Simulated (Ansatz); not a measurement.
The cluster In₇Sb₈. Charge 0, multiplicity 2. Geometry PBE-D4/def2-SVP.

```xyz
15

In   -0.1380    1.4789   -2.4766
In   -3.4002   -0.0447   -1.1912
In    1.7306    1.0817    0.6398
In    0.4855   -4.0859    0.8460
In   -0.8243    2.4041    0.6674
In    3.0994   -2.0722    0.6707
In   -2.7001   -3.2550    0.4273
Sb   -3.0546    2.6460   -1.0389
Sb    3.4496   -0.1276    2.4813
Sb    0.3971    4.5401   -1.5284
Sb   -1.5238   -4.1486    2.6921
Sb    2.8334    3.5942   -0.4323
Sb   -3.6396   -2.6243   -2.0346
Sb    2.4462   -4.0902   -1.0331
Sb    0.8387    4.7037    1.3103
```

In the def2 sets In, Sb take a core potential; there is no spin–orbit coupling. Single mean-field runs in def2-TZVP are fitted with def2-universal-jkfit. Another isomer (doublet) lies 2.88 eV lower at PBE0-D4/def2-TZVP; other spin states weren't run for this one.

Task: Estimate the α-spin orbital energies around the gap (eV) in Ansatz with PBE-D4/def2-SVP, r2SCAN-D4/def2-TZVP, PBE0-D4/def2-SVP, PBE0-D4/def2-TZVP, BHLYP-D4/def2-TZVP.

Result: 
```
orbital  PBE-D4/def2-SVP  r2SCAN-D4/def2-TZVP  PBE0-D4/def2-SVP  PBE0-D4/def2-TZVP  BHLYP-D4/def2-TZVP
 HOMO−9            -6.00                -6.26             -6.84              -6.80               -7.36
 HOMO−8            -5.85                -6.08             -6.61              -6.57               -7.11
 HOMO−7            -5.50                -5.79             -6.37              -6.35               -6.96
 HOMO−6            -5.34                -5.61             -6.15              -6.14               -6.75
 HOMO−5            -5.21                -5.47             -6.02              -6.01               -6.61
 HOMO−4            -5.10                -5.37             -5.91              -5.91               -6.49
 HOMO−3            -5.08                -5.33             -5.87              -5.86               -6.43
 HOMO−2            -4.89                -5.12             -5.62              -5.62               -6.14
 HOMO−1            -4.67                -4.92             -5.42              -5.41               -5.98
   HOMO            -4.39                -4.66             -5.14              -5.14               -5.64
   LUMO            -3.51                -3.59             -3.13              -3.12               -2.53
 LUMO+1            -3.16                -3.18             -2.71              -2.70               -2.07
 LUMO+2            -3.13                -3.16             -2.67              -2.67               -2.00
 LUMO+3            -2.87                -2.87             -2.40              -2.40               -1.73
 LUMO+4            -2.77                -2.78             -2.30              -2.32               -1.67
 LUMO+5            -2.76                -2.78             -2.24              -2.26               -1.58
 β HOMO            -4.55                -4.74             -5.16              -5.17               -5.64
 β LUMO            -4.18                -4.27             -3.93              -3.90               -3.34
```
